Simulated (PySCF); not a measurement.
## InAs: from constants to spectrum

UHF-CCSD(T) constants of InAs, ³Σ⁻ (triplet), unpaired electrons π ↑↑ (basis In cc-pVDZ-PP with ECP28, As cc-pVDZ-PP with ECP10; scalar-relativistic core potentials; PySCF 2.14; masses 114.9039 and 74.9216 u):

| Item | Value |
| --- | --- |
| ωe | 172.2 cm⁻¹ |
| ωexe | 0.464 cm⁻¹ |
| Be | 0.047999 cm⁻¹ |
| αe | 0.000182 cm⁻¹ |
| D (centrifugal) | 1.49e-08 cm⁻¹ |
| De to In + As | 1.31 eV |

Question: Give the vibrational terms G(v) and spacings up to v = 6.

Answer: G(v) = ωe(v+½) − ωexe(v+½)².

| v | G(v) (cm⁻¹) | G(v) − G(v−1) | Bv (cm⁻¹) |
| --- | --- | --- | --- |
| 0 | 86.0 |  | 0.04791 |
| 1 | 257.3 | 171.3 | 0.04773 |
| 2 | 427.6 | 170.3 | 0.04754 |
| 3 | 597.0 | 169.4 | 0.04736 |
| 4 | 765.5 | 168.5 | 0.04718 |
| 5 | 933.1 | 167.6 | 0.04700 |
| 6 | 1099.7 | 166.6 | 0.04682 |

Question: How well does the Morse estimate ωe²/(4ωexe) reproduce De, and what is D0?

Answer: It gives 1.98 eV, 151 % of the computed De. D0 = De − G(0) = 1.31 − 0.01 = 1.30 eV.

Correlated steps freeze 8 core orbitals. Correlated levels converge slowly with the basis: in double zeta they bind strong bonds too weakly, by up to about 1 eV, and carry superposition errors of some tenths. These are scalar-relativistic numbers at best; spin–orbit coupling would shift them, the dissociation energy most. The state was picked by a PBE0 search and need not be the measured ground state.
